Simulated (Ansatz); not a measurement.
A nudged elastic band was laid between two geometries of BrH + Cl4F2W (9 atoms, charge 0, multiplicity 1).

These are results of RKS PBE/def2-SVP in Ansatz 0.2.0, not measurements.

```
movable images  : 5
climbing image  : yes
spring          : 5.0 eV/Å²
optimiser       : quadratic models (default)
start path      : through a guess of the saddle point
force threshold : 0.5 eV/Å
iteration limit : 60
end points      : relaxed
```

First end point:

```xyz
9
Properties=species:S:1:pos:R:3
W -0.206 -0.004 -0.357
F -0.073 0.526 1.463
Cl 2.089 0.202 -0.507
Cl -0.507 2.196 -0.956
Cl -2.478 -0.291 -0.019
F 0.049 -1.767 0.248
Cl -0.368 -0.750 -2.522
Br 2.771 1.935 2.838
H 1.471 1.355 2.631
```

Last end point:

```xyz
9
Properties=species:S:1:pos:R:3
W 0.307 0.469 -0.502
F -0.108 -0.389 3.294
Cl 2.411 0.230 -1.457
Cl -0.069 2.359 -1.765
Cl -1.770 0.643 0.484
F 0.679 -1.046 0.546
Cl -0.581 -0.919 -2.128
Br 1.316 1.852 1.336
H 0.564 0.202 3.012
```

Q: Which bonds break or form, and what moves?

A: Bonds broken: W1–F2, Br8–H9. Bonds formed: W1–Br8, F2–H9. BrH + Cl4F2W becomes BrCl4FW + FH.

Q: Give the energies along the band, and the barrier.

A: The run converged. The highest image is number 3 of 0 to 6, 1.59 eV above the first end and 1.03 eV above the last; the last end lies 0.56 eV above the first. The threshold of 0.5 eV/Å is loose, so the images may lie well off the minimum-energy path. The order of the point at the top wasn't checked. Another band between the same ends, with other settings, climbed to 1.059 eV only, so this figure is probably too high. The orbitals stay closed-shell, which can raise the energy where a bond breaks towards radicals; this wasn't checked here.

```csv
image,path coordinate (Å),energy (eV),W1–F2 (Å),Br8–H9 (Å),W1–Br8 (Å)
0,0.00,0.00,1.90,1.44,4.78
1,1.08,0.02,1.90,1.44,4.51
2,2.16,0.71,1.96,1.49,3.65
3,3.24,1.59,2.29,1.92,2.82
4,4.31,1.32,2.58,2.07,2.62
5,5.38,0.85,3.41,2.22,2.53
6,6.46,0.56,3.91,2.47,2.51
```

Q: What is the geometry of the highest image?

A: 
```xyz
9
Properties=species:S:1:pos:R:3:forces:R:3
W 0.208 0.239 -0.140 -0.15 -0.22 0.05
F 0.104 0.147 2.143 -0.03 -0.08 0.06
Cl 2.392 -0.570 -0.162 0.19 -0.10 -0.09
Cl -0.510 2.362 -0.703 -0.10 0.21 -0.24
Cl -2.126 0.014 0.261 0.12 0.09 0.04
F -0.060 -1.599 0.247 0.01 0.04 -0.02
Cl 0.157 -0.192 -2.377 -0.03 -0.02 0.04
Br 1.822 2.099 1.241 -0.03 0.10 0.17
H 0.760 0.902 2.309 0.03 -0.03 -0.02
```

Run time: 3.1 min on 4 threads of Intel(R) Xeon(R) Platinum 8259CL CPU @ 2.50GHz (Skylake/Cascade Lake), with other jobs on the host, peak memory 0.37 GiB.
